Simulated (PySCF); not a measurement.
MgTe: from constants to spectrum

RHF-CCSD(T) constants of MgTe, ¹Σ⁺ (singlet), closed shell (basis Mg def2-SVPD, Te def2-SVPD with ECP28; scalar-relativistic core potentials; PySCF 2.14; masses 23.9850 and 129.9062 u):

```
ωe            : 342.4 cm⁻¹
ωexe          : 1.42 cm⁻¹
Be            : 0.13129 cm⁻¹
αe            : 0.000682 cm⁻¹
De to Mg + Te : 1.14 eV
```

**Question.** What force constant and bond length do these constants imply?

**Answer.** Reduced mass μred = 20.247 u; k = 5.8918×10⁻⁷·μred·ωe² (u, cm⁻¹, mdyn/Å) = 1.40 mdyn/Å; Re = √(16.8576/(μred·Be)) (u, cm⁻¹, Å) = 2.518 Å.

**Question.** Estimate the centrifugal constant D from the Kratzer relation and find the Dunham coefficient a1.

**Answer.** D = 4Be³/ωe² = 7.72e-08 cm⁻¹; a1 = −1 − αeωe/(6Be²) = -3.26.

Correlated steps freeze 5 core orbitals. Correlated levels converge slowly with the basis: in double zeta they bind strong bonds too weakly, by up to about 1 eV, and carry superposition errors of some tenths. Spin–orbit coupling is left out, which matters for elements this heavy, above all for dissociation energies. Where the molecule has an RHF reference, its open-shell atoms are computed with UHF.
